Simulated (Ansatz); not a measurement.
Reaction (formal exchange of groups at the Si–Cl bond): `Cl[SiH]1C[Se]1` + CH₄ → `C[SiH]1C[Se]1` + HCl

Isolated molecules relaxed with PBE0-D4/def2-TZVP in Ansatz; ΔE leaves out vibrations. CCSD(T)/CBS adds triple-zeta CCSD(T) − MP2 to the extrapolated MP2 energy (def2 sets, frozen cores). This one scheme is used for every species. Functionals use def2-TZVPP. B3LYP here is the variant with VWN-RPA as its local correlation; programs differ in this. For Se outer-core shells are correlated without core-valence functions, which leaves a few kJ/mol of doubt a bond. Scalar relativity is left out up to krypton.

| level | ΔE (kJ/mol) | difference from CCSD(T)/CBS |
| --- | --- | --- |
| PBE-D4 | 94.4 | 0.4 |
| B3LYP-D4 | 97.5 | 3.5 |
| ωB97X-V | 94.1 | 0.1 |
| B2PLYP | 97.6 | 3.6 |
| r2SCAN | 99.0 | 5.0 |
| PBE0 | 94.4 | 0.4 |
| B3LYP | 98.1 | 4.1 |
| HF/def2-QZVPP | 100.2 | 6.2 |
| SCS-MP2/def2-QZVPP | 97.1 | 3.1 |
| CCSD/CBS(def2) | 93.8 | -0.2 |
| CCSD(T)/CBS | 94.0 | 0 |

Largest T1 diagnostic among the species: 0.010.

In def2-TZVPP, CCSD(T) changes the Hartree–Fock value by −9.5 kJ/mol (the triples alone add +0.2 kJ/mol) and MP2 by −4.9 kJ/mol.
